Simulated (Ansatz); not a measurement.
Ideal-gas functions of ClF$_{2}$HSTi (`[F][Ti]([F])([SH])[Cl]`) at 800 K and 1 bar, from an Ansatz frequency run at PBE0-D4/def2-TZVP.

Molar mass 154.39 g/mol, point group C1 (symmetry number 1), electronic degeneracy 1, moments of inertia 211.753, 307.813, 356.384 u Å². Harmonic wavenumbers (cm⁻¹, unscaled): 108, 129, 154, 181, 185, 199, 425, 483, 549, 760, 812, 2681.

Use S(trans) = R[1.5 ln M + 2.5 ln T − 1.1517]; rotational temperatures θ = 24.2544 K / I; S(rot) = R[ln(√π/σ · √(T³/θAθBθC)) + 1.5]; for each mode x = 1.438777 ν̃/T, S = R[x/(eˣ − 1) − ln(1 − e⁻ˣ)] and H = RT x/(eˣ − 1); 1 cm⁻¹ = 0.0119627 kJ/mol; R = 8.31446 J/(mol·K).

Q: By hand: the entropy, in J/(mol·K).

A: Translation 192.2. Rotation: θ = 0.1145, 0.0788, 0.0681 K, giving 131.3. Vibration, mode by mode: 21.95, 20.48, 19.02, 17.68, 17.50, 16.90, 10.75, 9.74, 8.75, 6.33, 5.87, 0.39, in all 155.4. Electronic 0.0. Sum 478.9 J/(mol·K).

Q: By hand: H − E and G − E in kJ/mol, counted from the electronic energy.

A: Zero-point energy ½ × 6666 × 0.0119627 = 39.9; thermal vibration 53.3; translation, rotation and pV give 4 RT = 26.6. H − E = 119.8 kJ/mol, and G − E = 119.8 − 800 × 478.9/1000 = -263.3 kJ/mol.

Vibration gives 32 % of the entropy, 42.4 J/(mol·K) of it from the modes under 150 cm⁻¹: soft modes count most, and the harmonic formula is weakest for them. The sum counts one conformer and one mirror image; others add a mixing term.
